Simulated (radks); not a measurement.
The rhenium ion Re4+, 71 electrons, occupied as [Kr] 4d10 4f14 5s1.5 5p6 5d3 5f0.5 (fractional occupations, a model configuration).

All-electron calculation, scalar-relativistic Kohn-Sham, exchange-only r2SCAN, spin-polarised, spherical densities, finite nucleus; open shells are filled with parallel spins first (spin-orbit coupling, left out, can overturn this in heavy ions); meta-GGA in the generalised Kohn-Sham scheme; Fermi nuclear charge, rms radius 5.3698 fm. Program: a radial shooting solver on a logarithmic mesh with Libxc functionals.

Energy parts (hartree):
total: -16681.5018
kinetic: 18433.1290
electron-nucleus: -41168.1729
Hartree: 6378.4817
exchange: -324.9395

Orbitals (lengths in bohr, moments of r in powers of bohr; <r^-3> diverges for s and p1/2; r(max) is where P^2 peaks):
| orbital | occ. | eigenvalue (hartree) | <r> | <r^2> | <r^-3> | r(max) |
|---|---|---|---|---|---|---|
| 1s up | 1 | -2637.966 | 0.01804 | 0.0004481 | - | 0.01124 |
| 1s down | 1 | -2637.964 | 0.01804 | 0.0004481 | - | 0.01124 |
| 2s up | 1 | -459.8982 | 0.07620 | 0.006875 | - | 0.06450 |
| 2s down | 1 | -459.8847 | 0.07620 | 0.006875 | - | 0.06450 |
| 2p up | 3 | -401.5132 | 0.06835 | 0.005710 | 20810 | 0.05303 |
| 2p down | 3 | -401.5024 | 0.06835 | 0.005709 | 20810 | 0.05303 |
| 3s up | 1 | -108.2527 | 0.1972 | 0.04447 | - | 0.1818 |
| 3s down | 1 | -108.2502 | 0.1972 | 0.04447 | - | 0.1818 |
| 3p up | 3 | -90.95048 | 0.1977 | 0.04534 | 4679 | 0.1802 |
| 3p down | 3 | -90.94689 | 0.1977 | 0.04533 | 4679 | 0.1802 |
| 3d up | 5 | -71.29271 | 0.1793 | 0.03766 | 595.1 | 0.1470 |
| 3d down | 5 | -71.28411 | 0.1793 | 0.03766 | 595.1 | 0.1470 |
| 4s up | 1 | -24.26916 | 0.4406 | 0.2190 | - | 0.4127 |
| 4s down | 1 | -24.25484 | 0.4407 | 0.2191 | - | 0.4128 |
| 4p up | 3 | -18.56313 | 0.4683 | 0.2493 | 1088 | 0.4329 |
| 4p down | 3 | -18.54969 | 0.4682 | 0.2492 | 1088 | 0.4330 |
| 4d up | 5 | -11.36040 | 0.4999 | 0.2894 | 119.4 | 0.4434 |
| 4d down | 5 | -11.34329 | 0.4994 | 0.2886 | 119.5 | 0.4435 |
| 5s up | 1 | -5.01430 | 1.032 | 1.192 | - | 0.9380 |
| 5s down | 0.5 | -4.88504 | 1.024 | 1.175 | - | 0.9335 |
| 5p up | 3 | -3.55849 | 1.179 | 1.565 | 168.7 | 1.054 |
| 5p down | 3 | -3.40681 | 1.168 | 1.537 | 173.9 | 1.046 |
| 4f up | 7 | -3.37755 | 0.5785 | 0.4148 | 20.96 | 0.4182 |
| 4f down | 7 | -3.34660 | 0.5727 | 0.4044 | 21.19 | 0.4179 |
| 5d up | 3 | -1.82472 | 1.552 | 2.750 | 11.97 | 1.321 |
| 5d down | 0 | -1.64252 | 1.542 | 2.729 | 12.42 | 1.301 |
| 6s up | 0 | -1.50225 | 2.357 | 6.194 | - | 2.187 |
| 6s down | 0 | -1.32981 | 2.421 | 6.546 | - | 2.219 |
| 6p up | 0 | -1.14993 | 2.810 | 8.788 | 30.37 | 2.608 |
| 6d up | 0 | -0.74911 | 3.787 | 15.98 | 2.256 | 3.563 |
| 5f up | 0.5 | -0.67459 | 3.266 | 12.16 | 0.4926 | 2.851 |
| 6f up | 0 | -0.39947 | 6.127 | 43.09 | 0.2747 | 6.310 |

The highest occupied level is 5f up at -18.356 eV. The configuration is held as typed, so some empty levels lie below it. The electron density at the nucleus is 1.648e+06 e/bohr^3 (large components only). The spin density at the nucleus is 468.9 e/bohr^3 (1s 2.3, 2s -1.7, 3s 1.6, 4s 4.9, 5s 461.8). The density falls to 0.001 e/bohr^3 at r = 3.65 bohr. Summed over all electrons, <r^2> = 36.76 bohr^2, which gives a Langevin (diamagnetic) susceptibility term of -29.1 x 10^-6 cm^3/mol.
